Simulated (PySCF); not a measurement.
## C₆ coefficients of unlike pairs at PBE0

Calculated with PySCF 2.14 from the dipole response of each species, C₆(A,B) = (3/π) ∫ α_A(iu) α_B(iu) du, in atomic units, from isotropic polarisabilities. For ions this is the dispersion term alone; charge-induced terms of lower order in 1/R come first.

| species | configuration | basis | relativity | α (bohr³) | C₆ (like pair) |
| --- | --- | --- | --- | --- | --- |
| Be | [He] 2s2 (1S) | aug-cc-pCVTZ-DK (7s6p4d2f) | spin-free X2C | 42.75 | 256.4 |
| V | [Ar] 3d3 4s2 (4F) | def2-TZVPPD (6s6p4d2f1g) | none | 97.42 | 1053 |
| Te²⁺ | [Kr] 4d10 5s2 5p2 (3P) | aug-cc-pwCVDZ-PP with ECP28MDF (6s5p4d1f) | core potential | 15.00 | 98.15 |
| Te | [Kr] 4d10 5s2 5p4 (3P) | aug-cc-pVQZ-PP with ECP28MDF (7s7p5d3f2g) | core potential | 39.58 | 431.5 |

(1) Estimate C₆ for Te with V.

No spin-orbit coupling is included.

The other pairs:

```
    pair     C₆
 Te²⁺, V  268.5
  Te, Be  312.8
   V, Be  516.9
Te, Te²⁺  201.3
Te²⁺, Be  135.9
```

Answers

(1) The integral gives 619.9. The combination rule 2 C_A C_B / (C_A α_B/α_A + C_B α_A/α_B) gives 610.0 and the geometric mean 674.1.
